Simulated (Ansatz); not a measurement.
**Four-centre ligand exchange**

Start structure (GaH5SO, singlet), relaxed at PBE0-D4/def2-TZVP:

Ga1  (-0.665, -0.723, 0.320)
O2  (-1.369, 0.828, -0.325)
H3  (-0.480, -1.830, -0.769)
H4  (-0.751, -0.935, 1.872)
H5  (1.134, 1.296, -0.518)
S6  (1.804, 0.311, 0.109)
H7  (-1.777, 1.362, 0.358)
H8  (2.104, -0.308, -1.045)
(Å)

The step: GaH₃O ([OH][GaH2]) + H₂S → GaH₃S ([SH][GaH2]) + H₂O (still joined by a long Ga–O bond); bonds formed: O2–H5; dative contacts that become bonds: Ga1–S6; bonds broken: H5–S6; bonds weakened to dative contacts: Ga1–O2. Ansatz 0.2.0; basis: def2-TZVPP and def2-QZVPP; cores frozen in the correlated methods. Filled d shells of the heavier atoms are correlated. The def2 sets are not built for correlating such inner shells, so the correlated values are less sure here. Extrapolation: Hartree–Fock as exp(−7.88 √X), correlation as X^−2.97. Energies below are by CCSD(T) at an estimated basis limit (MP2 extrapolated from triple and quadruple zeta, plus CCSD(T) − MP2 in triple zeta).

(1) What are the electronic barrier and the energy of the step, from the start structure to the end structure? (An estimate is asked for; the value comes from the calculation.)

The T1 diagnostic stays at or below 0.014.

Results:

(1) By the calculation: Barrier 0.218 eV; step energy -0.606 eV (downhill); reverse barrier, their difference, 0.824 eV. Barrier and step energy count from the start structure, the reverse barrier from the end structure.

The saddle point: One imaginary mode of 541i cm⁻¹.
| pair | start (Å) | saddle (Å) | end (Å) |
| --- | --- | --- | --- |
| Ga1–S6 | 2.68 | 2.51 | 2.26 |
| O2–H5 | 2.55 | 1.48 | 0.97 |
| Ga1–O2 | 1.82 | 1.91 | 2.18 |
| H5–S6 | 1.35 | 1.48 | 2.60 |

Zero-point energy (harmonic, PBE0-D4): ZPE is 1.221 eV at the start and 1.185 eV at the saddle, so the barrier goes from 0.218 to 0.182 eV.

Labels in which every atom is bracketed show which atoms are joined, not bond orders.

For scale, one of the runs: CCSD(T)/def2-TZVPP, 191 basis functions, launched by `ansatz run in.yaml --threads 4 --pin off --events-out ev --progress --plain --max-ram 9574MiB`. The run took 56 s on 4 CPU threads of an Intel Xeon (shared host), with 2 GiB of host memory at its peak.
